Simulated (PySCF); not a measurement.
C₂H₅N₃, SMILES `N#CNCN` (C–N–C–N torsion -83°, N–C–N–H torsion 79°), neutral singlet in the gas phase. 

Cartesian coordinates (Å):
SMILES: N#CNCN
```xyz
10

N      2.0237     1.6510    -1.4084
C      1.4297     1.1143    -0.5738
N      0.7817     0.4441     0.3843
C     -0.0733    -0.6747    -0.0274
N     -1.3799    -0.2179    -0.4566
H      0.3536     1.0401     1.0819
H      0.4971    -1.2254    -0.7815
H     -0.2046    -1.3226     0.8389
H     -1.3611     0.1505    -1.4001
H     -2.0669    -0.9593    -0.4147
```
Charge 0, spin multiplicity 1.

All levels are single points at this geometry (B3LYP-D3(BJ)/def2-TZVP); Pople sets use spherical d functions. Orbital energies aren't observables, and empty levels follow the basis.

HF/STO-3G in PySCF gives HOMO (eV) = -8.62.

### Question
Estimate the HOMO (eV) from each of these levels: B3LYP-D3(BJ)/def2-TZVP in PySCF; PBE-D3(BJ)/def2-TZVP in PySCF; B3LYP/3-21G in PySCF; BP86/6-31G* in PySCF; HF/6-31G* in PySCF.

### Answer

| level | HOMO (eV) |
|---|---|
| B3LYP-D3(BJ)/def2-TZVP in PySCF | -7.27 |
| PBE-D3(BJ)/def2-TZVP in PySCF | -6.10 |
| B3LYP/3-21G in PySCF | -6.48 |
| BP86/6-31G* in PySCF | -5.78 |
| HF/6-31G* in PySCF | -10.66 |
